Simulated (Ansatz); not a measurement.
Two isomers of CH4FNOSi: A = `OC1(F)N[SiH2]1`, B = `F[SiH]1NCO1`.

Isolated molecules relaxed with PBE0-D4/def2-TZVP in Ansatz; ΔE leaves out vibrations. CCSD(T)/CBS adds triple-zeta CCSD(T) − MP2 to the extrapolated MP2 energy (def2 sets, frozen cores). Functionals use def2-TZVPP. B3LYP here is the variant with VWN-RPA as its local correlation; programs differ in this. One conformer a species, not always the lowest.

**Question.** Which isomer does CCSD(T)/CBS put lower? Give the gap. (Best estimate.)

**Answer.** Ansatz gave: B, by 395.7 kJ/mol.

**Question.** Give E(B) − E(A) in kJ/mol with ωB97M-V, B3LYP-D4, PBE-D4, PBE0-D4, B3LYP, BLYP-D4, CCSD/def2-TZVPP. (An estimate is asked.)

**Answer.** The calculation gave: ωB97M-V -381.6, B3LYP-D4 -377.3, PBE-D4 -348.3, PBE0-D4 -368.8, B3LYP -377.1, BLYP-D4 -361.1, CCSD/def2-TZVPP -398.9. None reverses the order clearly.

**Question.** Does the order hold for the free energy at 298.15 K (harmonic terms from PBE0-D4)? (Best estimate.)

**Answer.** The calculation gave: Yes: G(B) − G(A) = -379.8 kJ/mol, for one conformer each.

Largest T1 diagnostic: 0.013.

At CCSD(T), def2-SVP lies +49.3 kJ/mol from the extrapolated value and def2-TZVPP +3.2 kJ/mol. In def2-TZVPP, CCSD(T) changes the Hartree–Fock value by +26.8 kJ/mol (the triples alone add +6.4 kJ/mol) and MP2 by +14.8 kJ/mol.
